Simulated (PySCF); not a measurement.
The dipole of `CS[Si@H](C#N)[SiH2]C#N` from its density and from atomic charges.

Coordinates (GFN2-xTB, Å) and charges (e) from the PBE0/pcSseg-1 density (PySCF):

| atom | x | y | z | Mulliken | IAO | Hirshfeld | ESP-fitted |
| --- | --- | --- | --- | --- | --- | --- | --- |
| C1 | 2.874 | -0.216 | -0.362 | -0.3932 | -0.4963 | -0.1082 | -0.4290 |
| S2 | 1.372 | 0.020 | -1.355 | -0.2709 | -0.1499 | -0.0814 | -0.2053 |
| Si3 | -0.108 | 0.271 | 0.195 | +0.4511 | +0.5364 | +0.2920 | +0.1558 |
| C4 | 0.193 | -1.169 | 1.355 | -0.1996 | -0.1608 | -0.0366 | +0.2498 |
| N5 | 0.409 | -2.078 | 2.018 | -0.1935 | -0.1861 | -0.1874 | -0.3955 |
| Si6 | -2.201 | 0.117 | -0.788 | +0.4581 | +0.4909 | +0.3209 | +0.2573 |
| C7 | -3.294 | 1.136 | 0.329 | -0.2012 | -0.1555 | -0.0355 | +0.2024 |
| N8 | -3.945 | 1.775 | 1.023 | -0.1864 | -0.1817 | -0.1877 | -0.3820 |
| H9 | 3.693 | -0.334 | -1.064 | +0.1697 | +0.1792 | +0.0606 | +0.2197 |
| H10 | 2.769 | -1.110 | 0.245 | +0.1787 | +0.1687 | +0.0473 | +0.1751 |
| H11 | 3.042 | 0.654 | 0.264 | +0.1636 | +0.1608 | +0.0509 | +0.1617 |
| H12 | 0.284 | 1.429 | 1.006 | +0.0243 | -0.0788 | -0.0524 | +0.0144 |
| H13 | -2.779 | -1.228 | -0.780 | +0.0024 | -0.0611 | -0.0398 | -0.0163 |
| H14 | -2.309 | 0.733 | -2.111 | -0.0031 | -0.0657 | -0.0424 | -0.0082 |

Task: What dipole does each set of charges give (1 e·Å = 4.803 D), and what does the density give?

Result: The full density gives (2.29, 0.54, -3.04) D, 3.84 D in size; dipole vectors point from the negative to the positive end.

| scheme | μx | μy | μz | size (D) | share of the full size (%) | angle to the full dipole (°) |
| --- | --- | --- | --- | --- | --- | --- |
| Mulliken | 1.67 | 1.02 | -3.58 | 4.08 | 106 | 13 |
| IAO | 1.29 | 0.75 | -3.50 | 3.81 | 99 | 17 |
| Hirshfeld | 1.52 | 0.48 | -3.12 | 3.50 | 91 | 11 |
| ESP-fitted | 2.33 | 0.56 | -3.01 | 3.84 | 100 | 1 |

Task: Which set comes closest?

Result: Length of the difference vector: ESP-fitted 0.06 D, Hirshfeld 0.77 D, Mulliken 0.95 D, IAO 1.12 D. Closest: ESP-fitted. ESP charges are fitted to the potential around the molecule, whose slowest-falling term is the dipole's. 

Task: What is left for the Hirshfeld atoms' own dipoles?

Result: The Hirshfeld atoms' densities add up to the full density, so μ = Σ q r + Σ (atomic dipoles). The atomic dipoles sum to (2.29, 0.54, -3.04) − (1.52, 0.48, -3.12) = (0.77, 0.06, 0.08) D, 0.77 D in size.

Task: With the origin at the mean of the coordinates, (0.000, 0.000, -0.002) Å, which are the largest single terms, by size, of the ESP-fitted dipole along the direction of the full one?

Result: N8 +5.34, C1 -4.05, H9 +3.16, N5 +3.13, C7 -2.00 D; all 14 atoms together +3.84 D. The single terms depend on the origin, their sum doesn't.

Task: Give the size of the full dipole in other units.

Result: 3.84 D = 1.511 au = 0.800 e·Å = 12.81 × 10⁻³⁰ C·m.

One conformer (not necessarily the lowest) at the GFN2-xTB geometry, without solvent, vibrations or thermal averaging.

These values come from a run that also computed NMR shieldings. Time: 42 s wall (grids of density and orbitals included); peak memory 0.83 GiB. Hardware: one thread of an Arm Neoverse V1, shared host.

The values belong to the conformer `[CH3:1][S:2][Si@H:3]([C:4]#[N:5])[SiH2:6][C:7]#[N:8]`: C1–S2–Si3–C4 -50°, S2–Si3–Si6–C7 -153°.
